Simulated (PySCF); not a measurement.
Compound: C3H7F3OSi3.
Atom-mapped SMILES: `[CH2:1]=[C:2]([F:3])[Si:4]1([CH:5]([F:6])[F:7])[SiH2:8][O:9][SiH2:10]1`

NICS = −σ at a ghost point: NICS(0) at the centroid of the ring atoms, NICS(1) 1 Å to either side along the normal of their mean plane, zz for the tensor component along that normal. Level: GIAO PBE0/pcSseg-1 (PySCF, non-relativistic, gas phase) on the GFN2-xTB geometry, one conformer.

Ring bond lengths (Å), with Mayer bond orders in brackets: Si4–Si8 2.365 (0.84), Si8–O9 1.661 (0.92), O9–Si10 1.661 (0.92), Si10–Si4 2.364 (0.84).

**Question.** What do the NICS probes read (ppm)?

**Answer.** 
| ring | type | NICS(0) | NICS(1), two faces | NICS(1)zz, two faces | rms pucker (Å) | centre to ring atoms, mean (Å) |
| --- | --- | --- | --- | --- | --- | --- |
| Si4–Si8–O9–Si10 | 4-membered ring with O and 3 Si; formal bonds all single | -1.0 | -0.7 / -1.1 | 3.3 / 2.6 | 0.01 | 1.41 |

**Question.** What do they say, and how far can they be read as aromaticity?

**Answer.** 
- Si4–Si8–O9–Si10: mean NICS(1)zz 3.0 ppm, near zero. Si4, Si8, Si10 have four or more neighbours; no verdict on aromaticity is drawn.

The values belong to the conformer `[CH2:1]=[C:2]([F:3])[Si:4]1([CH:5]([F:6])[F:7])[SiH2:8][O:9][SiH2:10]1`: C1–C2–Si4–C5 0°, C2–Si4–C5–F6 58°.
